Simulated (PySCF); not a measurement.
# Telling isomers of C₇H₁₂ apart by NMR

Relativity neglected, rapidly exchanging positions averaged, single conformer, in vacuum. Couplings computed with B3LYP/pcJ-1 (spin–dipole term left out of most H,H and C,H couplings); GIAO PBE0/pcSseg-1 shieldings; coordinates at the GFN2-xTB level; PySCF.

Chemical shifts δ = σref − σ; $^{1}$H (σref 31.72) and $^{13}$C (σref 186.93) against TMS, all at this level. Multiplet labels drop J under 1 Hz and among equivalent protons, and merge close values. Unscaled 3J(H,H) run several per cent high. Where no couplings were computed, multiplicities follow the n + 1 count of equivalent neighbours, and m marks all less simple cases (inequivalent or close neighbours, rings, F or P nearby). Shifts are as computed. Against solution values, carbons near 30 ppm lie about +3 ppm off and those near 130 ppm about +5 ppm. Of 1211 compounds with measured shifts, 218 miss one by over three times the rms of a fit or turn the order of signals round; such compounds aren't used in these exercises.

(1) Tabulate the signals of `C=C(CC)C1CC1`, `C1CC[C@H]2C[C@H]2C1` and their relative energies.

(2) What is the quickest way to tell C=C(CC)C1CC1 from C1CC[C@H]2C[C@H]2C1?

## Answers

(1) 
| SMILES | carbon types | δC | δH | E rel. (kcal/mol) |
| --- | --- | --- | --- | --- |
| C=C(CC)C1CC1 | 1×C 1×CH 4×CH2 1×CH3 | 164.5, 102.4, 35.4, 17.9, 15.3, 12.9 | 4.72 (tt, 1H), 4.43 (td, 1H), 2.35 (qt, 2H), 1.18 (t, 3H), 0.93 (m, 1H), 0.88 (m, 2H), 0.49 (m, 2H) | 20.4 |
| C1CC[C@H]2C[C@H]2C1 | 2×CH 5×CH2 | 28.2, 25.1, 12.9, 12.8 | 1.95 (m, 2H), 1.68 (m, 2H), 1.23 (m, 2H), 1.08 (m, 2H), 0.90 (m, 2H), 0.61 (m, 1H), -0.18 (m, 1H) | 0.0 |

Energies are electronic energies at PBE0/pcSseg-1 on these geometries, without zero-point or thermal terms, each for the one conformer computed, which needn't be the lowest.

(2) Count the carbon signals: 6 against 4. The first has a fully substituted alkene carbon (C) at 164.5 ppm, the second an sp3 CH2 in a ring at 25.1 ppm. Their most deshielded carbons lie at 164.5 and 28.2 ppm. In the proton spectra the most deshielded non-exchanging signals are 4.72 (tt, J = 2.7, 1.4 Hz, 1H) and 1.95 (m, 2H).
